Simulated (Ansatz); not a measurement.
A structure relaxed at PBE-D4/def2-SVP in Ansatz, charge 0, singlet:

```
atom   x (Å)   y (Å)   z (Å)
 Ge1   1.060  -0.611  -0.966
 Te2  -0.236  -2.081   1.100
 Te3   1.582   1.576   0.780
 Te4  -1.398   0.535  -1.832
 Te5  -1.007   0.581   0.917
```

Problem. Give its formula and point group.

Solution. GeTe4. Point group C3v (tolerance 0.1 Å).

Problem. Summarise the bond lengths by kind (pairs closer than 1.2 times the sum of covalent radii, bridged metal pairs left out).

Solution. 4 × Ge–Te 2.85 to 3.04 Å; 3 × Te–Te 2.78 Å.

In the def2 sets Te takes a core potential; there is no spin–orbit coupling. Another isomer (singlet) lies 0.54 eV lower at PBE0-D4/def2-TZVP; other spin states weren't run for this one.
